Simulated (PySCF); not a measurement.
## SnF from Hartree–Fock to correlated methods

State: ²Π (doublet), unpaired electrons π ↑. Set-up: Sn def2-TZVPPD with ECP28, F def2-TZVPPD; scalar-relativistic core potentials (PySCF 2.14). De refers to Sn + F in their high-spin ground configurations, without counterpoise correction. The functionals are run spin-unrestricted. A positive dipole means Sn(−)F(+).

| Level | Re (Å) | ωe (cm⁻¹) | De (eV) | μ (D) |
| --- | --- | --- | --- | --- |
| UHF | 1.928 | 605 | 3.07 | -2.73 |
| UHF-MP2 | 1.951 | 575 | 5.11 | n/a |
| UHF-SCS-MP2 | 1.954 | 572 | 4.95 | n/a |
| UHF-CCSD | 1.943 | 587 | 4.69 | n/a |
| UHF-CCSD(T) | 1.949 | 578 | 4.85 | n/a |
| PBE | 1.978 | 541 | 5.29 | -2.66 |
| revPBE | 1.988 | 530 | 5.02 | -2.70 |
| r²SCAN | 1.952 | 573 | 5.05 | -2.55 |
| TPSSh | 1.959 | 565 | 4.98 | -2.61 |
| PBE0 | 1.950 | 573 | 4.89 | -2.68 |
| B97-3 | 1.963 | 558 | 4.96 | -2.82 |
| M06 | 1.960 | 564 | 5.26 | -2.88 |
| ωB97X-V | 1.950 | 578 | 5.11 | -2.72 |
| B2PLYP | 1.960 | 564 | 5.02 | -2.94 |

Question: Which functional lies closest to UHF-CCSD(T) in De, which farthest, and by how much do they differ from it?

Answer: Closest is PBE0 (+0.1 pm in Re, -0.9 % in ωe, +0.04 eV in De against UHF-CCSD(T) in the same basis), farthest PBE (+2.9 pm in Re, -6.4 % in ωe, +0.44 eV in De). CCSD(T) converges more slowly with the basis than the functionals do and binds too weakly in this one, so the order can change at the basis-set limit.

Question: What does the triples do here, going from UHF-CCSD to UHF-CCSD(T)?

Answer: UHF-CCSD(T) less UHF-CCSD: +0.6 pm in Re, -1.5 % in ωe, +0.16 eV in De. Correlation nearly always deepens the well. The bond lengthens, as in strong covalent bonds, where excitations into antibonding orbitals dominate.

Question: What does all correlation do here, going from UHF to UHF-CCSD(T)?

Answer: UHF-CCSD(T) less UHF: +2.1 pm in Re, -4.5 % in ωe, +1.78 eV in De. Correlation nearly always deepens the well. The bond lengthens, as in strong covalent bonds, where excitations into antibonding orbitals dominate.

Correlated steps freeze 5 core orbitals. These are scalar-relativistic numbers at best; spin–orbit coupling would shift them, the dissociation energy most. B2PLYP dipoles, levels and charges come from its SCF part alone. The state is the lowest determinant that a PBE0 search found; another state may lie lower at other levels.

The whole job (state search and all levels along the bond) took about 14 min on 2 threads of Arm Neoverse V2 (shared host), peak memory 3.7 GiB.
